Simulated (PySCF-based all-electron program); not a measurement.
**Force along the bond of BiSb, singlet**

All-electron Kohn–Sham DFT on the free molecule, computed near the basis limit with an in-house program on PySCF integrals; Koelling–Harmon scalar relativity, no spin–orbit coupling, spin-restricted. Forces are good to about 0.002 eV/Å. In part, the state lies near an instability. A positive force pushes the atoms apart.

| r (Å) | PBE (eV/Å) |
| --- | --- |
| 2.128 | ? |
| 2.261 | 8.991 |
| 2.394 | 4.018 |
| 2.660 | -1.101 |

Task: What does PBE give at the lengths left open?

Result: 2.128 Å: 16.721 eV/Å.

Task: Between which listed lengths does the PBE force vanish, and at which of the two is it smaller?

Result: Between 2.394 and 2.660 Å. The force is smaller at 2.660 Å.
